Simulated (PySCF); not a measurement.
An unknown is described by computed data only.

Formula: C6H15N.

- Rotational structure: rotational constants A, B, C: 13.079, 0.767, 0.746 GHz [PBE0-D3(BJ)/def2-SVP]
- 1H NMR: chemical shifts (computed TMS as zero) by class: 2.38 (4 H), 1.39 (4 H), 1.00 (6 H), -0.72 (1 H) ppm [GIAO CAM-B3LYP/pcSseg-1]
- Triplet: lowest triplet excitation (Tamm–Dancoff): 5.86 eV [TDA CAM-B3LYP/def2-SVPD]
- Polarisability: 86.1 au [CAM-B3LYP/def2-SVPD]
- Valence photoelectron: vertical ionisation energy: 8.55 eV [ΔSCF CAM-B3LYP/def2-SVPD]
- 13C NMR: chemical shifts (computed TMS as zero) by class: 56.9 (2 C), 28.0 (2 C), 13.5 (2 C) ppm [GIAO CAM-B3LYP/pcSseg-1]
- NMR, other nuclei: isotropic shieldings of nuclei other than C and H, by class: 200 (1 N) ppm [GIAO CAM-B3LYP/pcSseg-1]
- Dipole: 0.81 D [CAM-B3LYP/def2-SVPD]
- UV, first state: lowest singlet excitation: 6.10 eV (203 nm, f = 0.001) [TDDFT CAM-B3LYP/def2-SVPD]

The electronic properties come from PySCF, for the isolated species, density fitting. Levels stand in brackets. The structure is a single PBE0-D3(BJ)/def2-SVP conformer in the gas phase; no vibrational or solvent corrections. NMR classes are plain means over equivalent atoms (diastereotopic ones count apart unless rotation or inversion swaps them), as if these changed places fast.

**Question.** Propose a structure and show how it fits.

**Answer.** Numbering: `[CH3:1][CH2:2][CH2:3][NH:4][CH2:5][CH2:6][CH3:7]`. Its formula, C6H15N, gives 0 degrees of unsaturation, so no ring and no π bond. 6 carbons fall into 3 classes; from least to most shielded: sp3 carbon bound to nitrogen [C3/C5] (56.9 ppm, 2 C), chain CH2 carbon [C2/C6] (28.0 ppm, 2 C), methyl carbon [C1/C7] (13.5 ppm, 2 C). Hydrogen classes from least to most shielded: 4 H on 2 like atoms (sp3 carbon bound to nitrogen), C3/C5 (2.38 ppm), 4 H on 2 chain CH2 carbons, C2/C6 (1.39 ppm, a mean of values up to 0.5 ppm apart in this geometry), 6 H on 2 methyl carbons, C1/C7 (1.00 ppm), 1 H on a secondary amine nitrogen, N4 (-0.72 ppm). The other shieldings belong to: 200 ppm, secondary amine nitrogen [N4]. The first electron is taken from the HOMO, whose largest Löwdin shares are 0.58 on the secondary amine nitrogen, 0.10 on each of 2 atoms of one kind (sp3 carbon bound to nitrogen) and 0.05 on a methylene hydrogen. The optimised geometry has point group Cs and is an asymmetric top. Structure: di-propylamine, `C(C)CNCCC`. Computed isomers that give other values at the same levels: `CC(C)[C@H](C)CN` (rotational constant A: 3.085 GHz; this holds for the one conformer computed); `CC(C)(C)CCN` (rotational constant A: 4.106 GHz; this holds for the one conformer computed); `CCCC(C)(C)N` (rotational constant A: 4.197 GHz; this holds for the one conformer computed). The assignments are read from this structure; whether some other isomer fits the data as well wasn't checked.

Conformer computed: `[CH3:1][CH2:2][CH2:3][NH:4][CH2:5][CH2:6][CH3:7]`: C1–C2–C3–N4 178°, C2–C3–N4–C5 180°, C3–N4–C5–C6 180°, N4–C5–C6–C7 -178°.
